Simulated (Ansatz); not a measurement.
Ideal-gas functions of Br$_{3}$ClTi, SMILES `[Cl][Ti]([Br])([Br])[Br]` at 400 K and 1 bar, from an Ansatz frequency run at PBE0-D4/def2-TZVP.

Molar mass 323.03 g/mol, point group C3v (symmetry number 3), electronic degeneracy 1, moments of inertia 842.925, 842.933, 1140.894 u Å². Harmonic wavenumbers (cm⁻¹, unscaled): 76, 76, 99, 105, 105, 267, 402, 402, 493.

Use S(trans) = R[1.5 ln M + 2.5 ln T − 1.1517]; rotational temperatures θ = 24.2544 K / I; S(rot) = R[ln(√π/σ · √(T³/θAθBθC)) + 1.5]; for each mode x = 1.438777 ν̃/T, S = R[x/(eˣ − 1) − ln(1 − e⁻ˣ)] and H = RT x/(eˣ − 1); 1 cm⁻¹ = 0.0119627 kJ/mol; R = 8.31446 J/(mol·K).

Question: By hand: the entropy, in J/(mol·K).

Answer: Translation 187.0. Rotation: θ = 0.0288, 0.0288, 0.0213 K, giving 128.3. Vibration, mode by mode: 19.12, 19.12, 16.94, 16.46, 16.46, 8.96, 5.94, 5.94, 4.56, in all 113.5. Electronic 0.0. Sum 428.8 J/(mol·K).

Question: By hand: H − E and G − E in kJ/mol, counted from the electronic energy.

Answer: Zero-point energy ½ × 2025 × 0.0119627 = 12.1; thermal vibration 20.2; translation, rotation and pV give 4 RT = 13.3. H − E = 45.6 kJ/mol, and G − E = 45.6 − 400 × 428.8/1000 = -125.9 kJ/mol.

Vibration gives 26 % of the entropy, 88.1 J/(mol·K) of it from the modes under 150 cm⁻¹: soft modes count most, and the harmonic formula is weakest for them.
